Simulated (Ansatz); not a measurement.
Ga₆S₁₀⁻, relaxed as a doublet with UKS PBE-D4/def2-SVP in Ansatz, starting from the GFN2-xTB geometry. Force threshold 0.03 eV/Å.

Another isomer (doublet) lies 2.87 eV lower at PBE0-D4/def2-TZVP; other spin states weren't run for this one.

Start:

```xyz
16

Ga   -1.2078    1.6306    4.4582
Ga    3.0286   -2.5975   -3.1016
Ga    2.2883   -0.4045    2.0311
Ga   -1.4773    0.7554    0.6661
Ga    0.5429   -1.5863   -1.1149
Ga    0.4426    1.4417   -2.0739
S     0.9688    0.0924    4.2212
S     0.9342    1.6563    2.9130
S    -0.3397    2.5948   -0.3651
S     1.1056   -3.5338   -1.9626
S    -1.6797   -0.8107   -2.4540
S     2.1676   -0.0135   -1.8612
S    -0.1439   -1.2020    0.9980
S    -2.9538   -0.0603   -1.0650
S    -2.6644    1.3158    2.4411
S    -1.0119    0.7215   -3.7304
```

| step | energy (eV) | largest force component (eV/Å) | SCF passes |
| --- | --- | --- | --- |
| 1 | -422474.1183 | 0.703 | 27 |
| 2 | -422474.3690 | 0.291 | 32 |
| 3 | -422474.4441 | 0.339 | 32 |
| 4 | -422474.6066 | 0.796 | 34 |
| 5 | -422474.7374 | 0.616 | 28 |
| 6 | -422474.8124 | 0.365 | 26 |
| 7 | -422474.8371 | 0.399 | 27 |
| 8 | -422474.8737 | 0.298 | 23 |
| 9 (rejected) | -422474.8396 | 0.460 | 27 |
| 10 | -422474.9067 | 0.081 | 22 |
| 11 | -422474.9164 | 0.097 | 22 |
| 12 | -422474.9250 | 0.103 | 22 |
| 13 (rejected) | -422474.9231 | 0.177 | 23 |
| 14 | -422474.9325 | 0.038 | 22 |
| 15 | -422474.9348 | 0.062 | 22 |
| 16 | -422474.9371 | 0.039 | 22 |
| 17 | -422474.9375 | 0.051 | 22 |
| 18 | -422474.9376 | 0.039 | 23 |
| 19 | -422474.9383 | 0.014 | 22 |

Force components are those of the run's own axes.

End:

```xyz
16

Ga   -1.021    1.797    3.789
Ga    2.079   -1.866   -3.772
Ga    1.964   -0.450    2.200
Ga   -1.499    0.596    0.677
Ga    0.652   -1.735   -0.871
Ga    0.590    1.196   -1.759
S     0.960    0.520    4.410
S     1.125    1.886    2.676
S    -0.406    2.436   -0.264
S     1.036   -3.444   -2.197
S    -1.397   -0.898   -2.336
S     2.324   -0.156   -1.357
S    -0.287   -1.369    1.140
S    -2.875   -0.115   -1.129
S    -2.757    1.029    2.476
S    -0.489    0.572   -3.682
```

By distances, no bond broke or formed. The bond that changes most is Ga1–S7, from 2.68 to 2.44 Å (atoms count from 1).

No frequencies were taken in this run, so the end may be a saddle point.

It took 81 s on 2 threads of AMD EPYC 7R13 on a shared host and a share (18 GiB) of an NVIDIA H100 80GB HBM3, peak host memory 1.1 GiB.
